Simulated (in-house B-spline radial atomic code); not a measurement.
Values are calculated unless marked as measured or tabulated.
## Quantum size effects in thin Tl films (stabilised jellium)

The positive ions are smeared into a uniform slab; the electrons are solved self-consistently in the LDA (PW92) on a fine grid across the film. Stabilised jellium adds, inside the slab, the constant potential −n de/dn that makes the bulk stable at the metal's density. No lattice, so no dependence on crystal face. Atomic units unless named. The table is for the stabilised model.

Tl: 3 valence electrons per atom, density 11.8 g/cm³, mass 204.38 u, so r_s = 2.49 bohr.

```
thickness (nm)  in Fermi wavelengths  filled subbands  work function (eV)  surface energy (J/m²)
         0.216                 0.500                1               3.264                  0.545
         0.270                 0.626                2               3.980                  0.672
         0.323                 0.750                2               4.233                  0.664
         0.377                 0.875                2               4.059                  0.591
         0.431                 1.000                2               3.610                  0.582
         0.485                 1.125                3               3.945                  0.653
         0.539                 1.250                3               4.116                  0.642
         0.593                 1.375                3               4.011                  0.600
         0.647                 1.500                3               3.739                  0.597
         0.701                 1.625                4               3.934                  0.642
         0.755                 1.750                4               4.057                  0.633
         0.809                 1.876                4               3.989                  0.605
         0.863                 1.999                4               3.806                  0.604
```

At what steps in thickness do new subbands fill, and why?

λ_F = 2π/k_F = 8.152 bohr = 0.431 nm. New subbands appear by 0.625, 1.125, 1.625 λ_F, each within the grid step of 1/8 λ_F; the true step is half a wavelength (0.216 nm), since a level crosses E_F each time one more half wave at k_F fits across the film.

How large is the oscillation of the work function here?

It runs from 3.264 to 4.233 eV over the table, 0.97 eV within the first four rows and 0.25 eV within the last four, about a thick-film value of 3.93 eV. The grid can skip the cusp where a subband opens, so the true swing can be larger; measurement on the bulk metal gives about 3.84 eV.

The film of 12.23 bohr has subband bottoms at -11.238, -9.455, -6.692 eV, measured from the vacuum level. Show that these levels and neutrality give the work function in the table.

Each subband holds (E_F − ε_j)/π electrons per bohr², spin included. Neutrality needs n L = 0.015464 × 12.23 = 0.18912, and π n L × 27.2114 = 16.167 eV. So E_F = (π n L + Σ ε_j)/3 = (16.167 + (-27.385))/3 = -3.739 eV, and the work function is 3.739 eV.
